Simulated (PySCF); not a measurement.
H₃S₂, SMILES S[SH2+], charge +1. Atoms are numbered in the order given.

```xyz
5

S      0.0995    -1.0779     0.0000
S     -0.1146     0.9888     0.0000
H     -1.2393    -1.2488     0.0000
H      0.7405     1.3376     0.9937
H      0.7405     1.3376    -0.9937
```
Charge +1, spin multiplicity 1.

The structure is a stationary point at B3LYP-D3(BJ)/def2-TZVP. The isomer is the one that the SMILES or the coordinates give; other isomers of the formula were not compared.

Calculation: PySCF with PBE0/pcJ-1.

Isotropic couplings with Fermi-contact, spin-dipole and both spin-orbit terms, one fixed conformer, no vibrational averaging. Isotopes: 1H.

Computed spin–spin coupling constants:
```tsv
pair	bonds apart	J (Hz)
H4–H5	2	-14.8
H3–H4	3	5.0
H3–H5	3	5.0
```
